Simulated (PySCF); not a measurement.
Screening by computed properties: pick the candidate that meets the target.

Species are written as SMILES; each is one conformer at its optimised geometry, gas phase, non-relativistic unless stated. Electronic properties by PySCF.

The conformers computed, where there is a choice (atom-mapped SMILES and torsion angles):
- `[NH2:1][Si@H:2]([F:3])[NH:4][CH2:5][CH2:6][SiH3:7]`: N1–Si2–N4–C5 179°, Si2–N4–C5–C6 -75°, N4–C5–C6–Si7 -58°, H–N1–Si2–F3 -42°, H–N1–Si2–F3 -179°
- `[H]/[N:1]=[CH:2]\[CH:3]=[CH:4]\[SiH2:5][SiH3:6]`: N1–C2–C3–C4 178°, C3–C4–Si5–Si6 -104°
- `[F:1][Si@@H:2]1[CH2:3][CH2:4][C@@H:5]1[CH2:6][SiH3:7]`: C4–C5–C6–Si7 180°

The conformers of `C[Si@H]1C[SiH2][SiH2][SiH2]1` aren't listed.

Question: Wanted: lowest singlet excitation below 5 eV (TDDFT CAM-B3LYP/def2-SVPD) and HOMO–LUMO gap below 10 eV (CAM-B3LYP/def2-SVPD), at GFN2-xTB geometries. Which candidate meets both?
A. `N[Si@@H](NCC[SiH3])F`
B. `F[Si@@H]1CC[C@@H]1C[SiH3]`
C. `[H]/N=C\C=C\[SiH2][SiH3]`
D. `C[Si@H]1C[SiH2][SiH2][SiH2]1`

Answer: C. Computed values:
```csv
species,lowest singlet excitation,HOMO–LUMO gap
[H]/N=C\C=C\[SiH2][SiH3],4.52 eV,8.30 eV
C[Si@H]1C[SiH2][SiH2][SiH2]1,5.48 eV,8.92 eV
N[Si@@H](NCC[SiH3])F,6.70 eV,9.81 eV
F[Si@@H]1CC[C@@H]1C[SiH3],6.89 eV,10.18 eV
```
